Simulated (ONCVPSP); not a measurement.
## Reading a pseudo-wave (C)

Columns: radius, all-electron u(r) and pseudo u(r) of the 2p shell (level -5.42 eV) of carbon in the configuration [He] 2s2 2p2; LDA (Perdew-Wang 92), scalar-relativistic, ONCV scheme, ONCVPSP 4.0.1.

```
r (bohr)  all-electron  pseudo
   0.118        0.0632  0.0232
   0.235        0.1849  0.0886
   0.353        0.3146  0.1877
   0.470        0.4292  0.3056
   0.588        0.5237  0.4289
   0.705        0.5957  0.5416
   0.822        0.6473  0.6343
   0.940        0.6814  0.7014
   1.058        0.7003  0.7407
   1.175        0.7067  0.7548
   1.292        0.7036  0.7494
   1.410        0.6929  0.7302
   1.528        0.6765  0.7031
   1.645        0.6561  0.6728
   1.763        0.6327  0.6416
   1.880        0.6075  0.6115
   1.998        0.5809  0.5823
   2.115        0.5539  0.5542
   2.232        0.5268  0.5268
   2.350        0.4995  0.4995
   2.468        0.4728  0.4728
   2.585        0.4468  0.4468
   2.702        0.4217  0.4217
   2.820        0.3972  0.3972
   2.938        0.3736  0.3736
   3.055        0.3513  0.3513
```

Q: How many radial nodes do the two functions have?

A: The all-electron 2p function has n − l − 1 = 0; the pseudo-wave has 0.

Q: At about which radius was the pseudo-wave matched?

A: 2.35 bohr. The columns agree to 0.0005 from 2.12 bohr on; several derivatives are matched, so the curves merge somewhat inside the radius.

Q: Is the pseudo-wave norm-conserving?

A: Yes: the ONCV scheme keeps the norm inside the radius equal to the all-electron one, which fixes the energy derivative of the logarithmic derivative at the level.
